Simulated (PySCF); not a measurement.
C₈H₁₃PS.
Atom-mapped SMILES: `[CH2:1]=[CH:2][C@@H:3]1[CH2:4][CH2:5][P@:6]1(=[S:7])[CH:8]1[CH2:9][CH2:10]1`

NICS = −σ at a ghost point: NICS(0) at the centroid of the ring atoms, NICS(1) 1 Å to either side along the normal of their mean plane, zz for the tensor component along that normal. Level: GIAO PBE0/pcSseg-1 (PySCF, non-relativistic, gas phase) on the GFN2-xTB geometry, one conformer.

Rings: 1. C3–C4–C5–P6; 2. C8–C9–C10.

```json
{"set": "P", "NICS(0)": "-2.9", "NICS(1), two faces": "-1.8 / -1.4", "NICS(1)zz, two faces": "2.2 / 2.4"}
{"set": "Q", "NICS(0)": "-45.3", "NICS(1), two faces": "-8.7 / -11.1", "NICS(1)zz, two faces": "-24.6 / -27.3"}
```

Task: Which set (ppm) belongs to which ring?

Result: P = 1, Q = 2.
- 1 (4-membered ring with P; formal bonds all single): mean NICS(1)zz 2.3 ppm, near zero. C3, C4, C5, P6 have four or more neighbours; no verdict on aromaticity is drawn.
- 2 (3-membered carbocycle; formal bonds all single): mean NICS(1)zz -26.0 ppm, shielded. C8, C9, C10 have four or more neighbours, and the NICS criterion for π rings isn't applied.

Task: How do the rings differ in shape?

Result: 
```tsv
ring	bond lengths (Å)	rms pucker (Å)	HOMA	nearest outside atom to a NICS(1) probe (Å)
1	1.542, 1.539, 1.864, 1.892	0.12	–	hydrogen 1.43
2	1.501, 1.489, 1.504	0.00	–	hydrogen 1.44
```

Cost: about 2.8 min of CPU time on one thread; the machine was shared, so the figure is rough. This is the whole shielding run at PBE0/pcSseg-1, SCF included.

Conformer computed: `[CH2:1]=[CH:2][C@@H:3]1[CH2:4][CH2:5][P@:6]1(=[S:7])[CH:8]1[CH2:9][CH2:10]1`: C1–C2–C3–C4 -150°, C5–P6–C8–C9 122°.
